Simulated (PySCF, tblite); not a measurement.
C₄H₁₃B₂N.
Structure used (GFN2-xTB), in Å, numbered top down from 1:
```xyz
20
C4H13B2N angstrom
B     -2.6588   -0.0037   -0.1157
C     -1.6784   -1.1623   -0.5160
C     -0.3456   -0.5624   -1.0488
B      0.2870    0.5925   -0.0816
N      0.3044   -0.0413    1.4292
C      1.7927    0.9443   -0.4736
C      2.9015    0.7498    0.2264
H     -3.2063    0.6108   -0.9448
H     -2.8746    0.2539    1.0103
H     -2.1019   -1.7773   -1.3150
H     -1.4491   -1.8496    0.3051
H     -0.5423   -0.1311   -2.0306
H      0.3540   -1.3882   -1.2146
H     -0.4192    1.5566   -0.0182
H      0.8577   -0.8915    1.4090
H      0.7176    0.6289    2.0676
H     -0.6562   -0.2444    1.6842
H      1.9219    1.3973   -1.4520
H      2.9088    0.3065    1.2141
H      3.8816    1.0219   -0.1382
```

Jobs on this species (20 atoms, 54 electrons) with PySCF (density fitting) and tblite. Hardware of each: one thread of an Arm Neoverse V1, shared host. Times come from a shared host and carry two figures at best.

Question: Rank these jobs by wall time, shortest first.
A. GFN2-xTB; Hessian by finite differences
B. CAM-B3LYP/def2-SVPD; 8 singlets by full TDDFT, 3 Tamm–Dancoff triplets, polarisability; 244 basis functions
C. GFN2-xTB; L-BFGS relaxation
D. PBE0/pcSseg-1; shieldings, charges and field gradients; 184 basis functions

Answer: A (0.67 s), C (1.6 s), D (35 s), B (78 s).

All jobs:

| level and settings | work | basis functions | SCF cycles | wall time |
| --- | --- | --- | --- | --- |
| GFN2-xTB | Hessian by finite differences | – | – | 0.67 s |
| GFN2-xTB | L-BFGS relaxation | – | – | 1.6 s |
| PBE0/pcSseg-1 | shieldings, charges and field gradients | 184 | 14 | 35 s |
| CAM-B3LYP/def2-SVPD | 8 singlets by full TDDFT, 3 Tamm–Dancoff triplets, polarisability | 244 | 12 | 78 s |

What do all jobs in the table cost together?

About 1.9 min; the longest takes about 68 % of that, and about 120 times as long as the shortest.
